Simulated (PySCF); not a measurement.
**Te⁺: ionisation energy**

Te⁺ [Kr] 4d10 5s2 5p3 (4S) → Te²⁺ [Kr] 4d10 5s2 5p2 (3P), as a difference of total energies. Computed with PySCF 2.14 in x2c-QZVPPall with one added diffuse shell each of s, p, d, f type (14s10p8d5f1g, 128 functions), with the spin-free X2C one-electron Hamiltonian (Gaussian nucleus). Correlated levels: valence: [Kr] 4d10 frozen; valence and next inner shell: [Ar] 3d10 frozen. The calculations carry no spin-orbit coupling.

```tsv
method	ionisation energy (eV)
UHF	18.345
LDA	18.942
PBE	18.753
PBE0	18.855
r2SCAN	18.994
r2SCAN0	19.032
BHandHLYP	18.691
TPSS	18.777
MP2 (valence)	18.808
SCS-MP2 (valence)	18.680
MP2 (valence and next inner shell)	19.018
SCS-MP2 (valence and next inner shell)	18.829
```

Problem. How much does correlation contribute at MP2 (valence and next inner shell)?

Solution. 19.018 − (18.345) = 0.673 eV, measured against UHF.

A first-order spin-orbit estimate (lowest level to lowest level, LS coupling) adds -0.607 eV.

Errors of the correlated levels include the incompleteness of this basis and the frozen core.

For comparison: 18.6 ± 0.4 eV (measured; NIST Atomic Spectra Database, ionization energies).
